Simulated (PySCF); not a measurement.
Identify the unknown among the candidates.

All candidates are C7H11NSi.

- NMR, other nuclei: isotropic shieldings of nuclei other than C and H, by class: -87 (1 N), 449 (1 Si) ppm [GIAO PBE0/pcSseg-1]
- 13C NMR: chemical shifts (computed TMS as zero) by class: 177.1 (1 C), 145.1 (1 C), 126.3 (1 C), 113.5 (1 C), 84.8 (1 C), 48.8 (1 C), 34.9 (1 C) ppm [GIAO PBE0/pcSseg-1]
- 1H NMR: chemical shifts (computed TMS as zero) by class: 10.41 (1 H), 6.14 (1 H), 5.86 (1 H), 5.51 (1 H), 4.28 (3 H), 3.56 (2 H), 3.26 (2 H) ppm [GIAO PBE0/pcSseg-1]
- Rotational structure: rotational constants A, B, C: 1.926, 0.672, 0.556 GHz [GFN2-xTB]
- Dipole: 1.65 D [PBE0/pcSseg-1]

Gas-phase values; electronic properties from PySCF, density fitting. Levels stand in brackets. One conformer (not necessarily the lowest) at the GFN2-xTB geometry, without solvent, vibrations or thermal averaging. NMR values are class means; diastereotopic atoms form classes of their own.

Task: Which candidate is it?
A. `C=CC[Si@H]1C[C@@H](C#N)C1`
B. `[H]/N=C(\CC#C[SiH3])CC=C`
C. `[H]/N=C(\CC#C[SiH3])C1CC1`
D. `C#C[C@@](C)(C#CC)N[SiH3]`

Result: B. It is `[H]/N=C(\CC#C[SiH3])CC=C`. Numbering: `[H]/[N:5]=[C:4](/[CH2:3][CH:2]=[CH2:1])[CH2:6][C:7]#[C:8][SiH3:9]`. Its formula, C7H11NSi, gives 4 degrees of unsaturation: 0 rings and 4 π bonds in the structure found. 7 carbons fall into 7 classes; from least to most shielded: imine carbon [C4] (177.1 ppm), alkene CH carbon [C2] (145.1 ppm), terminal =CH2 carbon [C1] (126.3 ppm), alkyne carbon [C7] (113.5 ppm), alkyne carbon [C8] (84.8 ppm), allylic carbon [C3] (48.8 ppm), propargylic carbon [C6] (34.9 ppm). Hydrogen classes from least to most shielded: 1 H on an imine nitrogen, N5 (10.41 ppm), 1 H on an alkene CH carbon, C2 (6.14 ppm), 1 H on a terminal =CH2 carbon, C1 (5.86 ppm), 1 H on a terminal =CH2 carbon, C1 (5.51 ppm), 3 H on an SiH3 silicon, Si9 (4.28 ppm), 2 H on an allylic carbon, C3 (3.56 ppm, a mean of values up to 0.8 ppm apart in this geometry), 2 H on a propargylic carbon, C6 (3.26 ppm, a mean of values up to 1.3 ppm apart in this geometry). The other shieldings belong to: -87 ppm, imine nitrogen [N5]; 449 ppm, SiH3 silicon [Si9]. The optimised geometry has point group C1 and is an asymmetric top.

The others, at the same levels:
- `C#C[C@@](C)(C#CC)N[SiH3]` fails: its computed 13C shifts are 91.8 (1 C), 89.7 (1 C), 84.4 (1 C), 75.5 (1 C), 43.1 (1 C), 31.2 (1 C), 4.6 (1 C) ppm, 1H shifts are 4.62 (3 H), 2.01 (3 H), 1.88 (1 H), 1.73 (3 H), 0.86 (1 H) ppm and smallest rotational constant is 0.674 GHz (against 0.556 GHz).
- `C=CC[Si@H]1C[C@@H](C#N)C1` fails: it has 6 carbon classes against 7; its computed 13C shifts are 139.0 (1 C), 129.3 (1 C), 122.1 (1 C), 28.7 (1 C), 21.7 (2 C), 17.5 (1 C) ppm, 1H shifts are 6.00 (1 H), 5.48 (1 H), 5.26 (1 H), 4.82 (1 H), 2.89 (1 H), 2.10 (2 H), 1.89 (2 H), 1.80 (2 H) ppm and rotational constant A is 2.759 GHz (against 1.926 GHz).
- `[H]/N=C(\CC#C[SiH3])C1CC1` fails: it has 6 carbon classes against 7; its computed 13C shifts are 181.9 (1 C), 113.2 (1 C), 83.9 (1 C), 40.0 (1 C), 18.1 (1 C), 16.3 (2 C) ppm, 1H shifts are 9.59 (1 H), 4.27 (3 H), 3.28 (2 H), 1.75 (1 H), 1.14 (2 H), 0.91 (2 H) ppm and rotational constant A is 2.455 GHz (against 1.926 GHz).

Each candidate is one conformer, not necessarily the lowest. Dipoles, sizes and rotational constants follow the conformer. The torsions of the flexible species, by atom-mapped SMILES:
- `[H]/[N:5]=[C:4](/[CH2:3][CH:2]=[CH2:1])[CH2:6][C:7]#[C:8][SiH3:9]`: C1–C2–C3–C4 -111°, C2–C3–C4–N5 -113°, C3–C4–C6–C7 58°
- `[CH:1]#[C:2][C@@:3]([CH3:4])([C:5]#[C:6][CH3:7])[NH:8][SiH3:9]`: C2–C3–N8–Si9 78°
- `[CH2:1]=[CH:2][CH2:3][Si@H:4]1[CH2:5][C@@H:6]([C:7]#[N:8])[CH2:9]1`: C1–C2–C3–Si4 109°, C2–C3–Si4–C5 -169°
- `[H]/[N:1]=[C:2](\[CH2:3][C:4]#[C:5][SiH3:6])[CH:7]1[CH2:8][CH2:9]1`: N1–C2–C3–C4 -124°, N1–C2–C7–C8 -34°
